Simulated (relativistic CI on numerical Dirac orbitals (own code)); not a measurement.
## Tc2+: what numerical and physical settings do to a radial Dirac CI calculation

Reference input:

```
atom Tc  Z=43  charge=2  electrons=41
nucleus A=97  rms_radius_fm=4.4112
hamiltonian dirac-coulomb  breit=on  qed=on  c_scale=1
orbitals kli  potential=per-configuration
slater_scale 1
correlation none
mixing on
grid step=0.0125 r_max=67.1
scf mixing=0.4 start=green max_iterations=150 tolerance=2e-08 node_fill=0.05
configurations
  [Kr] 4d5
  [Kr] 4d4 5s
end
```

Computed lowest total energy -4279.16307 Ha, first excitation 23509.9 cm⁻¹, 23 SCF steps. Runs with settings changed; * marks those that are bad on purpose (the QED terms keep the true α when c is scaled):

```
                                               Changed        Outcome  Lowest level   ΔE (Ha)  First excitation (cm⁻¹)  SCF steps                                                                                Message
                                   SCF tolerance 1e-10      converged    4d5 6S_5/2  1.55e-09                  23509.9         27                                                                                       
                              start potential previous      converged    4d5 6S_5/2  1.68e-09                  23509.9         21                                                                                       
   grid step 0.03, speed of light × 0.8, QED terms off      converged    4d5 6S_5/2     -48.6                  23031.8         23                                                                                       
Slater scale 0.5, start potential bare, Breit term off      converged    4d5 6S_5/2     -2.54                  11559.1         34                                                                                       
                                       grid step 0.3 *  not converged                                                          13  SCF of 1s2 2s2 2p6 3s2 3p6 3d10 4s2 4p6 4d4 5s stopped: an orbital could not be found
                   configuration list: no such shell *        refused                                                           0                                    configuration [Kr] 4d4 2d: l must be smaller than n
```

With so few configurations and no correlation, terms lie too far apart (by 10 to 50 % near neutrality), their order can be wrong, and levels of other configurations are missing.
